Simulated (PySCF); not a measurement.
Cd₂S (singlet). All numbers come from B3LYP/[S def2-SVP, Cd def2-SVP with ECP28], scalar-relativistic core potentials, density fitting, no spin–orbit coupling, PySCF.

Harmonic bands of its minimum:

```tsv
ω (cm⁻¹)	IR (km/mol, summed over degenerate members)	degeneracy
49	33.6	2
136	0.0	1
291	31.2	1
```

Task: The central atom is S. Infer the point group and assign the bands.

Result: D∞h. The modes span πu + σg+ + σu+: 49 πu, 136 σg+, 291 σu+. The computed geometry has S–Cd 2.435 Å (×2); Cd–S–Cd 180.0°.

This need not be the most stable arrangement of these atoms.
